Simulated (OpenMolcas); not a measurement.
**In II: from RASSCF to RASPT2**

```json
{
  "Program": "OpenMolcas 26.06",
  "Basis": "ANO-R2 [7s6p4d2f1g]",
  "Scalar Hamiltonian": "X2C, finite nucleus",
  "Active space": "2 electrons in 9 orbitals (RAS2 5s 5p; RAS3 5d, at most 2 electrons)",
  "State averaging": "2S+1 = 3 even, 3 roots; 2S+1 = 1 even, 7 roots; 2S+1 = 3 odd, 3 roots; 2S+1 = 1 odd, 3 roots",
  "Spin-orbit coupling": "state interaction with AMFI integrals over the reference wave functions, term energies averaged over their components"
}
```

Methods on the same reference wave functions:
A. RASSCF
B. SS-RASPT2, IPEA 0.25 Eh, imaginary shift 0.1 Eh (closed shells correlated: 4d)
C. MS-RASPT2, IPEA 0.25 Eh, imaginary shift 0.1 Eh (closed shells correlated: 4d)
D. XMS-RASPT2, IPEA 0.25 Eh, imaginary shift 0.1 Eh (closed shells correlated: 4d)

Energies in cm-1 above 5s2 1S0, the measured ground level; measured values from NIST Handbook of Basic Atomic Spectroscopic Data.

```tsv
Level	A	B	C	D	Measured
5s2 1S0	0.0	0.0	0.0	0.0	0.0
5s 5p 3P* 0	37121	42380	42910	43690	42276
5s 5p 3P* 1	37995	43240	43770	44550	43351
5s 5p 3P* 2	39892	45150	45680	46460	45830
5s 5p 1P* 1	62322	62260	62790	63470	63038
5p2 3P0	96525	102450	102980	103760	101608
5p2 3P1	97656	103630	104160	104930	103249
```

Deviations, from unrounded energies. A percentage is the sum of absolute deviations over the sum of measured energies, with the sign that they share, or ± where signs differ.

```
           Against measurement  Levels     A     B     C     D
mean absolute deviation (cm-1)       6  4600   480   620  1300
      other configurations (%)       6  -7.0  ±0.7  ±0.9  +1.9
```

B lies closest to measurement on these levels and A furthest from it. The largest miss of B in the table is 5p2 3P0, by +840 cm-1. The ranking rests on the paired levels alone, and a cruder setting can come out closer through cancelling errors.

Among B to D the level of the table that moves most is 5s 5p 3P* 2, by 1300 cm-1 (lowest in B, highest in D). Moves below CASPT2's spread within the term are not significant.

The lowest spin-free term lies below A's lowest term by 0.428 hartree in B, 0.430 hartree in C, 0.435 hartree in D.

CASPT2 breaks the degeneracy within a term, and the mean is taken; among the terms shown or strongly mixed into the levels shown the widest spread is 63 cm-1 (5s 5p 1P*, D). Active for correlation alone: 5d; no level in the range computed is led by a configuration that fills it, so any true level of that kind is missing. Without dynamic correlation excited terms often stand tens of per cent too high (terms of higher spin than the ground term too low), and those without a measured partner can miss by more than the paired ones (holds for A). Computed and measured levels are paired by configuration, term and J; levels that our copy of the source lacks, or whose pairing is in doubt (as where it misses far off the trend of its configuration), stay unpaired and out of the deviations. Only configurations of the active space appear. The table leaves out levels that lie high or whose names do not pair safely across all columns.

* marks odd parity.
